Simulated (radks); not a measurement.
Charge is removed step by step from the 5s down level of Sr, starting from [Kr] 5s(up 1, down 1). Method: scalar-relativistic Kohn-Sham, PBEsol, spin-polarised, spherical densities, finite nucleus; Fermi nuclear charge, rms radius 4.224 fm; computed with a radial shooting solver on a logarithmic mesh with Libxc functionals.

removed (e)  E - E(0) (eV)  eigenvalue (eV)
0                    0.000           -3.536
0.125                0.475           -4.062
0.25                 1.016           -4.593
0.375                1.623           -5.126
0.5                  2.297           -5.660
0.625                3.038           -6.195
0.75                 3.846           -6.735
0.875                4.723           -7.292

The mean slope of the eigenvalue, de/dn, is 4.29 eV per electron.
